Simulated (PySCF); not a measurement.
Trend along the second period: MPb molecules

CCSD(T) with double-zeta basis sets in PySCF, for the lowest determinant that a PBE0 search found; no spin–orbit coupling. De refers to high-spin ground-configuration atoms.

```tsv
M	basis	reference, frozen orbitals	state (unpaired electrons)	Re (Å)	ωe (cm⁻¹)	De (eV)
Li	cc-pVDZ/cc-pVDZ-PP	UHF, 4	quartet (σ ↑, π ↑↑)	2.664	348	1.33
Be	def2-SVP	UHF, 4	triplet (π ↑↑)	2.532	335	0.51
B	def2-SVP	UHF, 5	quartet (σ ↑, π ↑↑)	2.280	497	2.12
N	cc-pVDZ-PP/cc-pVDZ	ROHF, 5	doublet (π ↑)	2.124	533	1.40
O	def2-SVP	RHF, 5	singlet (closed shell)	1.975	681	4.22
F	def2-SVP	UHF, 5	doublet (π ↑)	2.069	549	3.90
```

The shortest bond is that of PbO (1.975 Å), the longest that of LiPb (2.664 Å).

The rows differ in basis set, which adds steps of its own.

The state changes along the series, so neighbouring rows are not always alike in their bonding.

Correlated steps freeze the inner cores (4 to 5 orbitals); shallow outer-core shells are correlated. UHF and ROHF references stand side by side, which adds small steps between rows. Correlated levels converge slowly with the basis: in double zeta they bind strong bonds too weakly, by up to about 1 eV, and carry superposition errors of some tenths. Spin–orbit coupling is left out, which matters for elements this heavy, above all for dissociation energies. Where the molecule has an RHF reference, its open-shell atoms are computed with UHF. The CCSD T1 diagnostic is raised in PbN, PbO, a sign that a single reference may not be enough there. States were picked by a PBE0 search and need not be the measured ground states.
